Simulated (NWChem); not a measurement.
System: GeHOF, singlet; SMILES [F][Ge][OH]

NWChem printed, in part:

```
             Northwest Computational Chemistry Package (NWChem) 7.3.0
             --------------------------------------------------------

 CS  symmetry detected

                             Geometry "geometry" -> ""
                             -------------------------

 Output coordinates in angstroms (scale by  1.889725989 to convert to a.u.)

  No.       Tag          Charge          X              Y              Z
 ---- ---------------- ---------- -------------- -------------- --------------
    1 Ge                  32.0000     0.42577044    -0.00285542     0.00000000
    2 F                    9.0000    -0.70663277    -1.36429625     0.00000000
    3 O                    8.0000    -0.85092708     1.27500587     0.00000000
    4 H                    1.0000    -0.45754269     2.16999284     0.00000000

 Effective nuclear repulsion energy (a.u.)     188.3676094656

      Symmetry information
      --------------------

 Group name             Cs
 Group number              2
 Group order               2
 No. of unique centers     4

                                Z-matrix (autoz)
                                --------

 Units are Angstrom for bonds and degrees for angles

      Type          Name      I     J     K     L     M      Value
      ----------- --------  ----- ----- ----- ----- ----- ----------
    1 Stretch                  1     2                       1.77084
    2 Stretch                  1     3                       1.80635
    3 Stretch                  3     4                       0.97763
    4 Bend                     1     3     4               111.29860
    5 Bend                     2     1     3                95.27349
    6 Torsion                  2     1     3     4         180.00000

                           NWChem Geometry Optimization
                           ----------------------------

 maximum gradient threshold         (gmax) =   0.000450
 rms gradient threshold             (grms) =   0.000300
 maximum cartesian step threshold   (xmax) =   0.001800
 rms cartesian step threshold       (xrms) =   0.001200
 fixed trust radius                (trust) =   0.300000
 source of zmatrix                         =   autoz

          -------------------
          Energy Minimization
          -------------------

 Using diagonal initial Hessian
 Scaling for Hessian diagonals: bonds = 1.00  angles = 0.25  torsions = 0.10

          --------
          Step   0

                                 NWChem DFT Module
                                 -----------------

 Summary of "ao basis" -> "ao basis" (spherical)
 ------------------------------------------------------------------------------
       Tag                 Description            Shells   Functions and Types
 ---------------- ------------------------------  ------  ---------------------
 Ge                          3-21g                  10       22   5s4p1d
 F                           3-21g                   5        9   3s2p
 O                           3-21g                   5        9   3s2p
 H                           3-21g                   2        2   2s

      Symmetry analysis of basis
      --------------------------

        a'         32
        a"         10

            General Information
            -------------------
          SCF calculation type: DFT
          Wavefunction type:  closed shell.
          No. of atoms     :     4
          No. of electrons :    50
           Alpha electrons :    25
            Beta electrons :    25
          Charge           :     0
          Spin multiplicity:     1
          Use of symmetry is: on ; symmetry adaption is: on
          Maximum number of iterations: 150
          AO basis - number of functions:    42
                     number of shells:    22
          Convergence on energy requested:  1.00D-06
          Convergence on density requested:  1.00D-05
          Convergence on gradient requested:  5.00D-04

              XC Information
              --------------
                         B3LYP Method XC Potential
                     Hartree-Fock (Exact) Exchange  0.200
                        Slater Exchange Functional  0.800 local
                    Becke 1988 Exchange Functional  0.720 non-local
              Lee-Yang-Parr Correlation Functional  0.810
                  VWN I RPA Correlation Functional  0.190 local

             Grid Information
             ----------------
          Grid used for XC integration:  medium
          Radial quadrature: Mura-Knowles
          Angular quadrature: Lebedev.
          Tag              B.-S. Rad. Rad. Pts. Rad. Cut. Ang. Pts.
          ---              ---------- --------- --------- ---------
          Ge                  1.25      112           7.0       590
          F                   0.50       49           9.0       434
          O                   0.60       49           7.0       434
          H                   0.35       45           8.0       434
          Grid pruning is: on
          Number of quadrature shells:   255
          Spatial weights used:  Erf1

      Superposition of Atomic Density Guess
      -------------------------------------

 Sum of atomic energies:       -2239.00287926

      Non-variational initial energy
      ------------------------------

 Total energy =   -2239.088487
 1-e energy   =   -3502.587150
 2-e energy   =    1075.131053
 HOMO         =      -0.306494
 LUMO         =      -0.019243

      Symmetry analysis of molecular orbitals - initial
      -------------------------------------------------

  Numbering of irreducible representations:

     1 a'          2 a"

  Orbital symmetries:

     1 a'          2 a'          3 a'          4 a'          5 a"
     6 a'          7 a'          8 a'          9 a'         10 a'
    11 a"         12 a'         13 a'         14 a'         15 a"
    16 a"         17 a'         18 a'         19 a'         20 a'
    21 a"         22 a'         23 a'         24 a"         25 a'
    26 a"         27 a'         28 a'         29 a'         30 a'
    31 a"         32 a'         33 a'         34 a'         35 a"

   convergence    iter        energy       DeltaE   RMS-Dens  Diis-err
 ---------------- ----- ----------------- --------- --------- ---------
 d= 0,ls=0.0,diis     1  -2241.6216845194 -2.43D+03  4.51D-02  9.74D-01
 d= 0,ls=0.0,diis     2  -2241.2238385145  3.98D-01  2.73D-02  5.08D+00
 d= 0,ls=0.0,diis     3  -2241.7546355622 -5.31D-01  1.09D-03  1.73D-03
 d= 0,ls=0.0,diis     4  -2241.7547442410 -1.09D-04  5.00D-04  9.70D-04
 d= 0,ls=0.0,diis     5  -2241.7547933640 -4.91D-05  3.10D-04  3.89D-04
  Resetting Diis
 d= 0,ls=0.0,diis     6  -2241.7548334535 -4.01D-05  5.39D-05  6.72D-06
 d= 0,ls=0.0,diis     7  -2241.7548343652 -9.12D-07  1.84D-05  1.26D-07
 d= 0,ls=0.0,diis     8  -2241.7548343107  5.45D-08  9.70D-06  6.89D-07

         Total DFT energy =    -2241.754834310711
      One electron energy =    -3503.641909197004
           Coulomb energy =     1172.046510708343
    Exchange-Corr. energy =      -98.527045287656
 Nuclear repulsion energy =      188.367609465606

 Numeric. integr. density =       49.999996356010

                  Occupations of the irreducible representations
                  ----------------------------------------------

                     irrep           alpha         beta
                     --------     --------     --------
                     a'               19.0         19.0
                     a"                6.0          6.0

                       DFT Final Molecular Orbital Analysis
                       ------------------------------------

 Vector   23  Occ=2.000000D+00  E=-3.449641D-01  Symmetry=a'
              MO Center= -6.4D-01, -1.1D+00,  1.3D-15, r^2= 1.1D+00
   Bfn.  Coefficient  Atom+Function         Bfn.  Coefficient  Atom+Function
  ----- ------------  ---------------      ----- ------------  ---------------
    30      0.424389  2 F  py                26      0.387474  2 F  py
    29     -0.360781  2 F  px                25     -0.329516  2 F  px
    37     -0.194867  3 O  s                 16      0.124180  1 Ge py
    34      0.093665  3 O  px                11     -0.092278  1 Ge px
    38      0.084173  3 O  px                15     -0.082410  1 Ge px

 Vector   24  Occ=2.000000D+00  E=-3.045744D-01  Symmetry=a"
              MO Center= -7.7D-01,  7.9D-01, -9.6D-16, r^2= 1.6D+00
   Bfn.  Coefficient  Atom+Function         Bfn.  Coefficient  Atom+Function
  ----- ------------  ---------------      ----- ------------  ---------------
    40      0.542598  3 O  pz                36      0.461241  3 O  pz
    31     -0.264176  2 F  pz                27     -0.228924  2 F  pz
    17      0.103338  1 Ge pz                13      0.098988  1 Ge pz
     9     -0.053846  1 Ge pz                19     -0.033189  1 Ge d -1

[...]

      ----------------------
      Optimization converged
      ----------------------

  Step       Energy      Delta E   Gmax     Grms     Xrms     Xmax
  ---- ---------------- -------- -------- -------- -------- --------
@    6   -2241.75901761 -6.1D-08  0.00001  0.00000  0.00016  0.00034
                                     ok       ok       ok       ok

                                Z-matrix (autoz)
                                --------

 Units are Angstrom for bonds and degrees for angles

      Type          Name      I     J     K     L     M      Value     Gradient
      ----------- --------  ----- ----- ----- ----- ----- ---------- ----------
    1 Stretch                  1     2                       1.71428    0.00001
    2 Stretch                  1     3                       1.74617   -0.00001
    3 Stretch                  3     4                       0.98713    0.00000
    4 Bend                     1     3     4               122.78767   -0.00000
    5 Bend                     2     1     3                95.33752   -0.00000
    6 Torsion                  2     1     3     4         180.00000    0.00000

                         Geometry "geometry" -> "geometry"
                         ---------------------------------

 Output coordinates in angstroms (scale by  1.889725989 to convert to a.u.)

  No.       Tag          Charge          X              Y              Z
 ---- ---------------- ---------- -------------- -------------- --------------
    1 Ge                  32.0000     0.42207883    -0.03861056     0.00000000
    2 F                    9.0000    -0.71822960    -1.31863006     0.00000000
    3 O                    8.0000    -0.76805082     1.23915947     0.00000000
    4 H                    1.0000    -0.52513051     2.19592818     0.00000000

 Effective nuclear repulsion energy (a.u.)     193.9950620928

      Symmetry information
      --------------------

 Group name             Cs
 Group number              2
 Group order               2
 No. of unique centers     4

                Final and change from initial internal coordinates
                --------------------------------------------------

                                Z-matrix (autoz)
                                --------

 Units are Angstrom for bonds and degrees for angles

      Type          Name      I     J     K     L     M      Value       Change
      ----------- --------  ----- ----- ----- ----- ----- ---------- ----------
    1 Stretch                  1     2                       1.71428   -0.05656
    2 Stretch                  1     3                       1.74617   -0.06018
    3 Stretch                  3     4                       0.98713    0.00950
    4 Bend                     1     3     4               122.78767   11.48907
    5 Bend                     2     1     3                95.33752    0.06402
    6 Torsion                  2     1     3     4         180.00000    0.00000

 ==============================================================================
                                internuclear distances
 ------------------------------------------------------------------------------
       center one      |      center two      | atomic units |  angstroms
 ------------------------------------------------------------------------------
    2 F                |   1 Ge               |     3.23952  |     1.71428
    3 O                |   1 Ge               |     3.29978  |     1.74617
    4 H                |   3 O                |     1.86540  |     0.98713
 ------------------------------------------------------------------------------
                         number of included internuclear distances:          3
 ==============================================================================

[second-derivative integrals and response iterations left out]

  Vibrational analysis via the FX method

  See chapter 2 in "Molecular Vibrations" by Wilson, Decius and Cross

  Vib: Default input used

 ---------------------------- Atom information ----------------------------
     atom    #        X              Y              Z            mass
 --------------------------------------------------------------------------
    Ge       1  7.9761334D-01 -7.2963377D-02  0.0000000D+00  7.3921900D+01
    F        2 -1.3572571D+00 -2.4918495D+00  0.0000000D+00  1.8998400D+01
    O        3 -1.4514056D+00  2.3416719D+00  0.0000000D+00  1.5994910D+01
    H        4 -9.9235276D-01  4.1497026D+00  0.0000000D+00  1.0078250D+00
 --------------------------------------------------------------------------

[unprojected Hessian and modes left out]

[...]

 Rotational Constants
 --------------------
 A=   0.519276 cm-1  (  0.747106 K)
 B=   0.270741 cm-1  (  0.389527 K)
 C=   0.177957 cm-1  (  0.256035 K)

 Temperature                      =   298.15K
 frequency scaling parameter      =   1.0000

 Zero-Point correction to Energy  =    9.232 kcal/mol  (  0.014711 au)
 Thermal correction to Energy     =   11.669 kcal/mol  (  0.018595 au)
 Thermal correction to Enthalpy   =   12.261 kcal/mol  (  0.019539 au)

 Total Entropy                    =   66.940 cal/mol-K
   - Translational                =   39.982 cal/mol-K (mol. weight = 109.9230)
   - Rotational                   =   23.671 cal/mol-K (symmetry #  =        1)
   - Vibrational                  =    3.287 cal/mol-K

 Cv (constant volume heat capacity) =   11.467 cal/mol-K
   - Translational                  =    2.979 cal/mol-K
   - Rotational                     =    2.979 cal/mol-K
   - Vibrational                    =    5.508 cal/mol-K

[normal modes left out]

 ----------------------------------------------------------------------------
 Normal Eigenvalue ||           Projected Infra Red Intensities
  Mode   [cm**-1]  || [atomic units] [(debye/angs)**2] [(KM/mol)] [arbitrary]
 ------ ---------- || -------------- ----------------- ---------- -----------
    1       -0.000 ||    0.001699           0.039         1.656       0.415
    2       -0.000 ||    0.000062           0.001         0.061       0.015
    3       -0.000 ||    0.002385           0.055         2.325       0.583
    4       -0.000 ||    0.001422           0.033         1.386       0.347
    5        0.000 ||    0.006695           0.154         6.527       1.635
    6        0.000 ||    0.000039           0.001         0.038       0.009
    7      270.928 ||    0.001372           0.032         1.337       0.335
    8      464.714 ||    0.148358           3.423       144.626      36.239
    9      573.061 ||    0.226724           5.231       221.021      55.381
   10      767.886 ||    0.046095           1.063        44.936      11.259
   11      794.022 ||    0.020708           0.478        20.187       5.058
   12     3590.020 ||    0.035712           0.824        34.814       8.723
 ----------------------------------------------------------------------------
```

Level: B3LYP/3-21G. Low-valent species are run as closed-shell singlets; no triplet was tried in these runs. B3LYP is NWChem's, with the RPA form of VWN correlation.

Question: Reconstruct the input file.

Answer: Several could match; the one computed here: the input that was run:
```
start job
memory heap 200 mb stack 900 mb global 1100 mb
geometry units angstroms
  Ge     0.375367     0.063321     0.000000
  F     -0.585038    -1.424456     0.000000
  O     -1.045780     1.178322     0.000000
  H     -0.762915     2.114132     0.000000
end
basis spherical
  Ge library 3-21g
  F library 3-21g
  O library 3-21g
  H library 3-21g
end
dft
  xc b3lyp
  iterations 150
end
driver
  maxiter 120
end
task dft optimize
task dft freq
```
